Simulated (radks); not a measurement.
Results of a calculation; reference values are marked as such.
Effect of the nuclear size on the silicon ion Si9+, [He] 2s2 2p1. Level of theory: Dirac Kohn-Sham, exchange-only LDA, spin-unpolarised, spherical densities, finite nucleus; open shells are shared between the two j in proportion to 2j + 1; Fermi nuclear charge, rms radius 3.1224 fm (a radial shooting solver on a logarithmic mesh with Libxc functionals). The rms radius is varied about that value; shifts are against it.

| rms radius (fm) | total energy shift (eV) | density at nucleus (e/bohr^3) | 1s1/2 shift (meV) | 2s1/2 shift (meV) |
|---|---|---|---|---|
| 2.807 | -0.00103 | 1941 | -0.420 | -0.038 |
| 2.9819 | -0.000473 | 1940 | -0.193 | -0.018 |
| 3.1224 | 0 | 1939 | 0.000 | 0.000 |
| 3.4003 | 0.000998 | 1937 | 0.407 | 0.037 |
| 3.647 | 0.00195 | 1935 | 0.797 | 0.073 |

Slopes of the eigenvalues against <r^2> in GHz/fm^2, as finite differences over the two radii next to the reference (eigenvalue slopes, not the field-shift constants of lines): 1s1/2 54.3, 2s1/2 4.97.
